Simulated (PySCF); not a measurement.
H2Sb, doublet, at a GFN2-xTB geometry (core potentials on Sb).

PySCF was given this input:
```python
from pyscf import gto, scf, dft

mol = gto.M(
    atom='''
Sb    0.00098420    0.04681111    0.00217340
H    -1.20948095   -1.16980988   -0.03328061
H     1.15928692   -1.21755688   -0.07756283
''',
    basis='def2-tzvpp',
    ecp={'Sb': 'def2-tzvpp'},
    spin=1,
    verbose=4,
)

mf = dft.UKS(mol)
mf.xc = 'm062x'
mf = mf.density_fit(auxbasis='def2-universal-jkfit')
mf.kernel()
mf.analyze()
```

### Question
What does this run give for the HOMO energy, dipole moment, <S^2>?

### Answer

```yaml
HOMO energy: -7.39 eV
dipole_moment: 0.38 D
"<S^2>": 0.759
```

These values belong to the state on which the SCF converged, which isn't shown to be the lowest.
